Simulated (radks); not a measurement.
Problem. The silver ion Ag13+ is in [Ar] 3d10 4s2 4p4. Method: scalar-relativistic Kohn-Sham, BLYP, spin-polarised, spherical densities, finite nucleus; Fermi nuclear charge, rms radius of each element as measured or else 0.836 A^(1/3) + 0.57 fm; computed with a radial shooting solver on a logarithmic mesh with Libxc functionals. Open shells are filled with parallel spins first. One electron is removed from 4p, 4s, 3d, 3p in turn, with full relaxation. Which removal costs least, and what does each cost?

Solution. 4p 321.42 eV; 4s 363.42 eV; 3d 676.15 eV; 3p 872.01 eV. The 4p electron leaves first.
